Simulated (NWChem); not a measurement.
System: CdH₂S₂; SMILES [SH][Cd][SH]

```xyz
5

Cd     0.0000     0.0000    -0.0176
S      2.3504     0.0000    -0.0545
H      2.4488     0.0000     1.2942
S     -2.3504     0.0000    -0.0545
H     -2.4488     0.0000     1.2942
```
Atoms are numbered in this order, from 1.

Program: NWChem. The geometry was optimised at PBE0/def2-SVP. No frequency run checked for a minimum. def2 effective core potentials on Cd; no spin-orbit coupling. Ions are spin-unrestricted doublets at the neutral geometry; other ion states weren't tried.

### Question
What does the run give for PBE/def2-SVP? Quantities: vertical ionisation energy, ΔSCF (eV); −ε(HOMO) (eV).

### Answer
```
Property                               Value
-------------------------------------  -----
vertical ionisation energy, ΔSCF (eV)   8.59
−ε(HOMO) (eV)                           5.71
```
